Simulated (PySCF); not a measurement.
Predicted microwave data (PBE0/pcSseg-1 in PySCF (dipole) on a GFN2-xTB geometry, gas phase) for one isomer of C9H11F:

* Rotational constants: A = 2447, B = 907.9, C = 851.3 MHz
* Dipole components: |μa| = 0.56 D, |μb| = 1.55 D, |μc| = 0.28 D
* Inertial defect: -169.51 u·Å²
* κ: -0.93

**Question.** Which structure is it? (One computed conformer of each.)
A. `[CH3:1][C:2]1=[C:3]([F:4])[C:5]/1=[CH:6]\[CH:7]1[CH2:8][CH2:9][CH2:10]1` with C5–C6–C7–C8 -126°, C2–C3–C5–C6 179°, C6–C7–C8–C9 -131°, C7–C8–C9–C10 12°, C8–C9–C10–C7 -12°
B. `[CH3:1][CH2:2][c:3]1[cH:4][cH:5][c:6]([F:7])[cH:8][c:9]1[CH3:10]` with C1–C2–C3–C4 88°
C. `[CH3:1][CH2:2][C@H:3]([F:4])[c:5]1[cH:6][cH:7][cH:8][cH:9][cH:10]1` with C1–C2–C3–F4 66°, C2–C3–C5–C6 -75°

**Answer.** C. It is CC[C@H](F)c1ccccc1, a near-prolate asymmetric top, point group C1. The candidates at the same level (rigid rotor, commonest isotopes):

| SMILES | A (MHz) | B (MHz) | C (MHz) | μa (D) | μb (D) | μc (D) | Δ (u·Å²) | point group | rotor |
| --- | --- | --- | --- | --- | --- | --- | --- | --- | --- |
| CCc1ccc(F)cc1C | 2483 | 909.0 | 712.0 | 2.23 | 0.18 | 0.20 | -49.69 | C1 | asymmetric top |
| CC1=C(F)C/1=C\C1CCC1 | 2791 | 587.7 | 527.4 | 2.00 | 1.23 | 0.04 | -82.82 | near Cs | near-prolate asymmetric top |
| CC[C@H](F)c1ccccc1 | 2447 | 907.9 | 851.3 | 0.56 | 1.55 | 0.28 | -169.51 | C1 | near-prolate asymmetric top |

`CCc1ccc(F)cc1C` has C 16 % too low; `CC1=C(F)C/1=C\C1CCC1` has C 38 % too low. No structure here is proved a minimum.
